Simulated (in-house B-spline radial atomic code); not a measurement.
Configurations of neutral xenon, with energies counted from [Kr] 4d10 5s2 5p6. All numbers are computed (scalar-relativistic (X2C) LC-wPBE, spin-polarised, spherical fractional occupations, exact exchange averaged over the configuration; Fermi nucleus of rms radius 4.7859 fm) with a radial B-spline atomic code at the basis-set limit, not measured. Shells without spins written out take the highest spin.

Occupations are held fixed; configurations that lie above the ionisation limit could autoionise.

```
                     configuration  E - E(ref) (eV)  highest orbital  its <r> (bohr)
             [Kr] 4d10 5s2 5p5 6d1           11.281            6d up           15.53
             [Kr] 4d10 4f1 5s2 5p5           11.478            4f up           17.21
              [Kr] 4d9 5s2 5p6 6p1           64.889            6p up           8.064
[Ar] 3d10 4s2 4p5 4d10 4f1 5s2 5p6           149.61            4f up           17.22
 [Ar] 3d9 4s2 4p6 4d10 5s2 5p6 6d1           674.75            6d up           15.27
 [Ar] 3d9 4s2 4p6 4d10 4f1 5s2 5p6           674.96            4f up           17.22
```

(1) Order these further configurations by energy, lowest first.
A. [Ar] 3d9 4s2 4p6 4d10 5s2 5p6 5f1
B. [Kr] 4d9 5s2 5p6 6f1
C. [Kr] 4d10 5s1 5p6 6s1
D. [Ar] 3d9 4s2 4p6 4d10 5s2 5p6 6f1
E. [Ar] 3d9 4s2 4p6 4d10 5s2 5p6 6p1

(2) How far above the reference does [Kr] 4d9 5s2 5p6 6s1 lie?

Answers

(1) C (22.087 eV), B (66.916 eV), E (673.45 eV), A (675.3 eV), D (675.48 eV).

(2) 63.667 eV; its least bound orbital is 6s up with <r> = 5.861 bohr.
